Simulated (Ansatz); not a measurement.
`BC(F)F` → `BF` + `[CH]F` at 500 K and 1 bar (formal loss of a carbene).

Program: Ansatz. Geometries: PBE0-D4/def2-TZVP. ΔE: electronic, gas phase. CCSD(T)/CBS is the MP2 limit (def2-TZVPP, def2-QZVPP) plus CCSD(T) − MP2 in def2-TZVPP, frozen cores. This one scheme is used for every species.

```csv
species,CCSD(T)/CBS energy (Eh),H − E (kJ/mol),S (J/(mol·K))
`BC(F)F`,-264.18920,142.1,330.5
`BF`,-125.82039,77.9,244.4
`[CH]F`,-138.29972,50.0,241.9
```

H − E and S are ideal-gas, rigid-rotor, harmonic terms from PBE0-D4/def2-TZVP. 1 Eh = 2625.50 kJ/mol, R = 8.31446 J/(mol·K).

Q: By hand: ΔE, ΔH, ΔS and ΔG.

A: ΔE = (-125.82039) + (-138.29972) − (-264.18920) = 0.06909 Eh = 181.4 kJ/mol. Δ(H − E) = 77.9 + 50.0 − 142.1 = -14.2, so ΔH = 167.2 kJ/mol. ΔS = 244.4 + 241.9 − 330.5 = 155.8 J/(mol·K). ΔG = 167.2 − 500 × (155.8)/1000 = 89.3 kJ/mol.

Q: By hand: the equilibrium constant, and the temperature at which ΔG would vanish if ΔH and ΔS stayed fixed.

A: log₁₀ K = −ΔG/(RT ln 10) = -9.3. ΔG = 0 at ΔH/ΔS = 1073 K.

The number of gas molecules changes by +1, which sets the sign of ΔS. A doubt of 5 kJ/mol in ΔE shifts log₁₀ K by 0.5 here. These are equilibria of isolated gas molecules and say nothing of rates. Largest T1 diagnostic: 0.018 (customary marks: 0.02 for closed shells, 0.045 for open ones).
